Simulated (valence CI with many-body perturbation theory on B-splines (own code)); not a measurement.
## Ta66+: E2, M1 decay

Method: configuration interaction combined with many-body perturbation theory (CI+MBPT): five valence electrons over a frozen Dirac-Fock core [He], a basis of 11 s, 11 p, 10 d, 8 f, 5 g, 2 h functions for each j, with the one-electron correlation potential Σ1 (screened to all orders), the two-electron term Σ2, the three-electron term Σ3, Breit, model QED; selected single and double excitations, second order for the rest, scaled by the run's own slope (own B-spline code, finite nucleus).

No measured spectrum was set against this ion. As an estimate, large intervals hold to a few tenths of a per cent, small ones and those within an open d or f shell to about a per cent. Among the levels kept, up to 7400 cm⁻¹ of a level comes from second order outside the variational space, and about a tenth of that is noise between levels of different J, which matters for small intervals.

Lines 1 to 50 of 110 in falling wavelength, among levels below 919.29 Ry, chosen from the decays that carry over 1 % of a level's rate. Wavelengths and rates use the calculated energies. Electric multipoles are in the length gauge, E1 and E2 with the static RPA response of the core. S is in atomic units (e²a₀⁴ for E2 and M2, e²a₀⁶ for E3), for M1 in squared Bohr magnetons. Weak lines are less certain than strong ones. Lines between different terms over intervals too small for the method are left out, as are lines whose strength nearly cancels.

Levels are named by their leading jj configuration (3d3/2^4 stands for four electrons in 3d with j = 3/2), which in mixed levels can hold well under half, so a name can repeat and another be missing. Letters in brackets count levels of one name in rising energy.

| λ vac (nm) | Upper | Lower | Type | A (s⁻¹) | S (a.u.) |
| --- | --- | --- | --- | --- | --- |
| 0.9521 | (2s^2 2p1/2 2p3/2^2) J=3/2 | (2s^2 2p1/2^2 2p3/2) J=3/2 | M1 | 2.06e+10 | 2.64e+00 |
| 0.9501 | (2s^2 2p3/2^3) J=3/2 | (2s^2 2p1/2 2p3/2^2) J=1/2 | M1 | 5.11e+09 | 6.50e-01 |
| 0.9425 | (2s^2 2p3/2^2 3d5/2) J=9/2 | (2s^2 2p1/2 2p3/2 3d5/2) J=7/2 [b] | M1 | 5.01e+09 | 1.56e+00 |
| 0.9356 | (2s^2 2p1/2 2p3/2^2) J=5/2 | (2s^2 2p1/2^2 2p3/2) J=3/2 | M1 | 3.42e+09 | 6.24e-01 |
| 0.9356 | (2s^2 2p1/2 2p3/2^2) J=5/2 | (2s^2 2p1/2^2 2p3/2) J=3/2 | E2 | 1.19e+08 | 4.56e-05 |
| 0.9245 | (2s^2 2p3/2^2 3d5/2) J=9/2 | (2s^2 2p1/2 2p3/2 3d5/2) J=9/2 | M1 | 8.91e+09 | 2.61e+00 |
| 0.9140 | (2s^2 2p3/2^3) J=3/2 | (2s^2 2p1/2 2p3/2^2) J=5/2 | M1 | 5.70e+09 | 6.45e-01 |
| 0.9109 | (2s^2 2p3/2^2 3d5/2) J=9/2 | (2s^2 2p1/2 2p3/2 3d5/2) J=7/2 [a] | M1 | 7.72e+09 | 2.16e+00 |
| 0.9006 | (2s^2 2p1/2 2p3/2^2) J=1/2 | (2s^2 2p1/2^2 2p3/2) J=3/2 | M1 | 1.15e+10 | 6.21e-01 |
| 0.8987 | (2s^2 2p3/2^3) J=3/2 | (2s^2 2p1/2 2p3/2^2) J=3/2 | M1 | 2.27e+10 | 2.45e+00 |
| 0.1439 | (2s^2 2p1/2 2p3/2 3p1/2) J=3/2 [a] | (2s^2 2p1/2 2p3/2^2) J=1/2 | E2 | 2.54e+11 | 5.59e-06 |
| 0.1437 | (2s^2 2p1/2 2p3/2 3p1/2) J=5/2 | (2s^2 2p1/2 2p3/2^2) J=1/2 | E2 | 4.86e+11 | 1.59e-05 |
| 0.1431 | (2s^2 2p1/2 2p3/2 3p1/2) J=1/2 | (2s^2 2p1/2 2p3/2^2) J=5/2 | E2 | 5.25e+11 | 5.64e-06 |
| 0.1430 | (2s^2 2p1/2 2p3/2 3p1/2) J=3/2 [a] | (2s^2 2p1/2 2p3/2^2) J=5/2 | M1 | 2.73e+10 | 1.19e-02 |
| 0.1430 | (2s^2 2p1/2 2p3/2 3p1/2) J=3/2 [b] | (2s^2 2p1/2 2p3/2^2) J=1/2 | E2 | 2.28e+11 | 4.86e-06 |
| 0.1430 | (2s^2 2p1/2^2 3p1/2) J=1/2 | (2s^2 2p1/2^2 2p3/2) J=3/2 | E2 | 2.53e+12 | 2.70e-05 |
| 0.1430 | (2s^2 2p1/2^2 3p1/2) J=1/2 | (2s^2 2p1/2^2 2p3/2) J=3/2 | M1 | 4.59e+10 | 9.96e-03 |
| 0.1428 | (2s^2 2p1/2 2p3/2 3p1/2) J=5/2 | (2s^2 2p1/2 2p3/2^2) J=5/2 | E2 | 1.44e+12 | 4.57e-05 |
| 0.1427 | (2s^2 2p1/2 2p3/2 3p1/2) J=1/2 | (2s^2 2p1/2 2p3/2^2) J=3/2 | E2 | 7.88e+11 | 8.34e-06 |
| 0.1427 | (2s^2 2p1/2 2p3/2 3p1/2) J=1/2 | (2s^2 2p1/2 2p3/2^2) J=3/2 | M1 | 3.95e+10 | 8.52e-03 |
| 0.1427 | (2s^2 2p3/2^2 3p1/2) J=3/2 | (2s^2 2p3/2^3) J=3/2 | E2 | 5.14e+11 | 1.09e-05 |
| 0.1427 | (2s^2 2p3/2^2 3p1/2) J=3/2 | (2s^2 2p3/2^3) J=3/2 | M1 | 4.61e+10 | 1.99e-02 |
| 0.1427 | (2s^2 2p3/2^2 3p1/2) J=5/2 | (2s^2 2p3/2^3) J=3/2 | E2 | 1.76e+12 | 5.56e-05 |
| 0.1426 | (2s^2 2p1/2 2p3/2 3p1/2) J=3/2 [a] | (2s^2 2p1/2 2p3/2^2) J=3/2 | E2 | 1.54e+12 | 3.26e-05 |
| 0.1424 | (2s^2 2p1/2 2p3/2 3p1/2) J=5/2 | (2s^2 2p1/2 2p3/2^2) J=3/2 | E2 | 3.58e+11 | 1.12e-05 |
| 0.1421 | (2s^2 2p1/2 2p3/2 3p1/2) J=3/2 [b] | (2s^2 2p1/2 2p3/2^2) J=5/2 | E2 | 1.41e+12 | 2.93e-05 |
| 0.1418 | (2s^2 2p1/2 2p3/2 3p1/2) J=3/2 [b] | (2s^2 2p1/2 2p3/2^2) J=3/2 | E2 | 1.02e+11 | 2.08e-06 |
| 0.1417 | (2s^2 2p3/2^2 3p1/2) J=1/2 | (2s^2 2p3/2^3) J=3/2 | E2 | 1.35e+12 | 1.38e-05 |
| 0.1389 | (2s^2 2p3/2^2 3d5/2) J=9/2 | (2s 2p1/2 2p3/2^3) J=5/2 | E2 | 9.80e+09 | 4.53e-07 |
| 0.1378 | (2s 2p1/2 2p3/2^2 3p3/2) J=7/2 [a] | (2s 2p1/2 2p3/2^3) J=3/2 [a] | E2 | 3.68e+11 | 1.31e-05 |
| 0.1377 | (2s 2p1/2 2p3/2^2 3p3/2) J=9/2 | (2s 2p1/2 2p3/2^3) J=5/2 | E2 | 4.44e+11 | 1.96e-05 |
| 0.1376 | (2s^2 2p1/2 2p3/2 3p3/2) J=3/2 [a] | (2s^2 2p1/2 2p3/2^2) J=1/2 | E2 | 5.69e+10 | 1.00e-06 |
| 0.1372 | (2s 2p1/2^2 2p3/2 3p3/2) J=7/2 | (2s 2p1/2^2 2p3/2^2) J=5/2 | E2 | 8.44e+11 | 2.93e-05 |
| 0.1372 | (2s^2 2p1/2 2p3/2 3p3/2) J=3/2 [b] | (2s^2 2p1/2 2p3/2^2) J=1/2 | E2 | 4.53e+11 | 7.86e-06 |
| 0.1370 | (2s^2 2p1/2 2p3/2 3p3/2) J=5/2 [b] | (2s^2 2p1/2 2p3/2^2) J=1/2 | E2 | 5.04e+11 | 1.31e-05 |
| 0.1370 | (2s 2p1/2^2 2p3/2 3p3/2) J=1/2 [b] | (2s 2p1/2^2 2p3/2^2) J=3/2 | E2 | 1.51e+12 | 1.30e-05 |
| 0.1369 | (2s^2 2p1/2 2p3/2 3p3/2) J=5/2 [a] | (2s^2 2p1/2 2p3/2^2) J=5/2 | E2 | 1.99e+11 | 5.13e-06 |
| 0.1369 | (2s^2 2p3/2^2 3p3/2) J=7/2 | (2s^2 2p3/2^3) J=3/2 | E2 | 4.84e+11 | 1.66e-05 |
| 0.1369 | (2s^2 2p3/2^2 3p3/2) J=5/2 | (2s^2 2p3/2^3) J=3/2 | E2 | 5.31e+11 | 1.37e-05 |
| 0.1369 | (2s^2 2p1/2 2p3/2 3p3/2) J=1/2 [a] | (2s^2 2p1/2 2p3/2^2) J=5/2 | E2 | 1.79e+11 | 1.53e-06 |
| 0.1369 | (2s^2 2p3/2^2 3p3/2) J=1/2 | (2s^2 2p3/2^3) J=3/2 | E2 | 4.44e+11 | 3.80e-06 |
| 0.1368 | (2s^2 2p1/2 2p3/2 3p3/2) J=3/2 [a] | (2s^2 2p1/2 2p3/2^2) J=5/2 | E2 | 6.02e+11 | 1.03e-05 |
| 0.1367 | (2s^2 2p1/2 2p3/2 3p3/2) J=7/2 | (2s^2 2p1/2 2p3/2^2) J=5/2 | E2 | 8.90e+11 | 3.04e-05 |
| 0.1367 | (2s^2 2p1/2^2 3p3/2) J=3/2 | (2s^2 2p1/2^2 2p3/2) J=3/2 | E2 | 1.26e+12 | 2.15e-05 |
| 0.1366 | (2s^2 2p1/2 2p3/2 3p3/2) J=5/2 [a] | (2s^2 2p1/2 2p3/2^2) J=3/2 | E2 | 7.68e+11 | 1.96e-05 |
| 0.1365 | (2s^2 2p1/2 2p3/2 3p3/2) J=1/2 [a] | (2s^2 2p1/2 2p3/2^2) J=3/2 | E2 | 8.67e+11 | 7.34e-06 |
| 0.1365 | (2s^2 2p1/2 2p3/2 3p3/2) J=3/2 [a] | (2s^2 2p1/2 2p3/2^2) J=3/2 | E2 | 2.81e+11 | 4.75e-06 |
| 0.1364 | (2s^2 2p1/2 2p3/2 3p3/2) J=3/2 [b] | (2s^2 2p1/2 2p3/2^2) J=5/2 | E2 | 9.05e+10 | 1.52e-06 |
| 0.1364 | (2s 2p1/2 2p3/2^2 3p3/2) J=1/2 [b] | (2s 2p1/2 2p3/2^3) J=5/2 | E2 | 3.09e+11 | 2.60e-06 |
| 0.1364 | (2s^2 2p1/2 2p3/2 3p3/2) J=7/2 | (2s^2 2p1/2 2p3/2^2) J=3/2 | E2 | 1.01e+11 | 3.41e-06 |
